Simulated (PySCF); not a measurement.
Au(Cl)(CO) (CAuClO), SMILES [Au](<-[C-]#[O+])[Cl], multiplicity 1. Heavy atoms are numbered as in [Au:1]([Cl:2])<-[C-:4]#[O+:3].

Geometry optimised at PBE0-D3(BJ)/def2-SVP. The multiplicity is an assumed one; other spin states were not compared. The isomer is the one that the SMILES or the coordinates give; other isomers of the formula were not compared. The def2 effective core potentials stand for the cores of Au; spin–orbit coupling is left out.

Level of theory: r2SCAN/def2-TZVPD (PySCF).

Mulliken values depend strongly on the basis, most of all with diffuse functions as here. ESP charges are fitted to the potential on shells at 1.4 to 2.0 van der Waals radii. Atomic charges (e), one atom of each kind:

```json
[
 {"atom": "Au1", "Mulliken": "0.14", "ESP fit": "0.06"},
 {"atom": "Cl2", "Mulliken": "-0.53", "ESP fit": "-0.24"},
 {"atom": "O3", "Mulliken": "-0.26", "ESP fit": "-0.11"},
 {"atom": "C4", "Mulliken": "0.65", "ESP fit": "0.29"}
]
```
